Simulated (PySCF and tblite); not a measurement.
Values are calculated unless marked as measured or tabulated.
C4H3BrO, numbered as in [Br:1][c:2]1[cH:3][cH:4][o:5][cH:6]1.

First level. The ensemble was built from 45 distance-geometry starts (ETKDG and KDG, MMFF94s, GFN2-xTB) and rests on GFN2-xTB geometries. Free energies are PBE0-D3(BJ)/pcSseg-1 (IEF-PCM, acetonitrile) single points with GFN2-xTB rigid-rotor and vibrational terms (modes under about 100 cm⁻¹ blended into free rotors). Symmetry numbers and mirror images are counted. Conformers within 2.5 kcal/mol (GFN2-xTB free energy) were kept, 6 at most. GIAO shieldings: PBE0/pcSseg-1 (IEF-PCM, acetonitrile). Shifts are against TMS (¹H), TMS (¹³C) at the same level. Codes: tblite and PySCF.

It gives, at 298.15 K, with 1 conformer (largest weight 100 %): ¹H: 7.83 (H4, 1H), 7.82 (H6, 1H), 6.97 (H3, 1H) ppm. ¹³C: 150.2 (C4), 149.5 (C6), 123.4 (C2), 122.2 (C3) ppm.

Second level: GFN2-xTB geometries, energies OPBE-D3(BJ)/pcSseg-1 (IEF-PCM, chloroform), shieldings OPBE/pcSseg-1 (IEF-PCM, chloroform), on up to 6 of the same conformers.

(1) How do the averaged shifts change?

Spin–orbit effects of the heavy atoms on shieldings are missing. At a carbon that bears Br the missing effect is some 10 ppm, beside I tens of ppm. Shifts are unscaled: against experiment ¹³C can be off by 15 ppm or more and ¹H by 0.8 ppm.

Answers

(1) 
```csv
signal,first,second,change (ppm)
H3,6.97,6.82,-0.15
H4,7.83,7.71,-0.12
H6,7.82,7.64,-0.18
C2,123.4,115.9,-7.5
C3,122.2,114.6,-7.6
C4,150.2,139.4,-10.8
C6,149.5,138.6,-10.9
```
